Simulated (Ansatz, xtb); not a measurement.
**A geometry optimisation of C2H9AlGeS with r2SCAN-D4/def2-SVP**

The starting geometry of this gas-phase singlet was built from a drawn formula by distance geometry and a force field; its bonds are those of `S[CH2][AlH][CH2][GeH3]`.

```
atom    x (Å)    y (Å)    z (Å)
   C   1.6774   1.2768  -1.5179
   C  -0.7955  -1.0818  -1.8837
  Al   0.1078   0.5788  -2.5105
  Ge  -1.3781  -0.8607  -0.0587
   S   2.9909   0.0050  -1.4962
   H   2.2410  -0.8347  -0.6707
   H   1.3780   1.5498  -0.4493
   H   2.0553   2.1647  -1.9978
   H  -0.4250   1.3909  -3.7773
   H  -1.7499  -1.2720  -2.5263
   H  -0.0712  -1.9189  -1.9557
   H  -2.3528   0.2928  -0.0032
   H  -0.1417  -0.5767   0.8643
   H  -2.0845  -2.1614   0.4057
```

Problem. Predict what it relaxes into with r2SCAN-D4/def2-SVP.

Solution. A new bond forms, giving a structure given below by its coordinates. Contacts that close: Al3–S5 (3.11 → 2.51 Å).

The energy falls by 0.50 eV over 18 steps:

```json
{"step": "1", "E − E(last) (eV)": "0.495"}
{"step": "3", "E − E(last) (eV)": "0.209"}
{"step": "5", "E − E(last) (eV)": "0.099"}
{"step": "7", "E − E(last) (eV)": "0.040"}
{"step": "9", "E − E(last) (eV)": "0.025"}
{"step": "10", "E − E(last) (eV)": "0.020"}
{"step": "12", "E − E(last) (eV)": "0.008"}
{"step": "14", "E − E(last) (eV)": "0.001"}
{"step": "16", "E − E(last) (eV)": "0.000"}
{"step": "18", "E − E(last) (eV)": "0.000"}
```

Final geometry (Å):

| atom | x (Å) | y (Å) | z (Å) |
| --- | --- | --- | --- |
| C | 1.3015 | 1.5396 | -1.4214 |
| C | -0.9176 | -0.9715 | -1.9497 |
| Al | 0.3351 | 0.3649 | -2.6650 |
| Ge | -1.1502 | -0.9670 | -0.0159 |
| S | 2.5556 | 0.1303 | -1.5213 |
| H | 2.0041 | -0.6385 | -0.5498 |
| H | 1.0594 | 1.7258 | -0.3657 |
| H | 1.8312 | 2.4123 | -1.8318 |
| H | 0.5409 | 0.6190 | -4.2189 |
| H | -1.9145 | -0.8120 | -2.4024 |
| H | -0.6098 | -1.9853 | -2.2658 |
| H | -1.8017 | 0.3480 | 0.4486 |
| H | 0.2233 | -1.0693 | 0.6902 |
| H | -2.0053 | -2.1436 | 0.4915 |

From the same start GFN2-xTB reaches the same bonding as this run.

The end wasn't checked by frequencies. Run with Ansatz 0.2.0, 51 s on 2 threads of Intel(R) Xeon(R) 6975P-C (Granite Rapids), on a shared host.
